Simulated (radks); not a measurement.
Polarisability of the rubidium ion Rb7+, [Ar] 3d10 4s2, at imaginary frequency. All-electron calculation, non-relativistic Kohn-Sham, LDA (Slater exchange, Perdew-Wang correlation), spin-polarised, spherical densities, point nucleus; relativity is left out, which matters for an element this heavy. Program: a radial shooting solver on a logarithmic mesh with Libxc functionals. Response by self-consistent Sternheimer equations with the Hartree and adiabatic LDA kernel.

| w (hartree) | alpha1(iw) (bohr^3) | alpha2(iw) (bohr^5) |
|---|---|---|
| 0.00266 | 2.255 | 2.194 |
| 0.0143 | 2.255 | 2.194 |
| 0.0360 | 2.251 | 2.193 |
| 0.0697 | 2.241 | 2.191 |
| 0.118 | 2.215 | 2.185 |
| 0.186 | 2.158 | 2.172 |
| 0.280 | 2.047 | 2.144 |
| 0.413 | 1.851 | 2.088 |
| 0.605 | 1.548 | 1.980 |
| 0.892 | 1.159 | 1.778 |
| 1.35 | 0.7663 | 1.439 |
| 2.12 | 0.4590 | 0.9730 |
| 3.59 | 0.2606 | 0.5084 |
| 6.94 | 0.1340 | 0.1956 |
| 17.5 | 0.04319 | 0.04621 |

Static values: alpha1 = 2.255 bohr^3 (0.3342 angstrom^3; uncoupled 3.717), alpha2 = 2.194 bohr^5, alpha3 = 3.928 bohr^7. C6 = 3.799, C8 = 24.75, triple-dipole C9 = 5.950 atomic units. One-pole (London) frequency 4 C6 / (3 alpha1^2) = 0.996 hartree, against 4.558 for minus the highest occupied eigenvalue. The dipole shielding factor is 0.811, as the force sum rule N/Z = 0.811 demands.
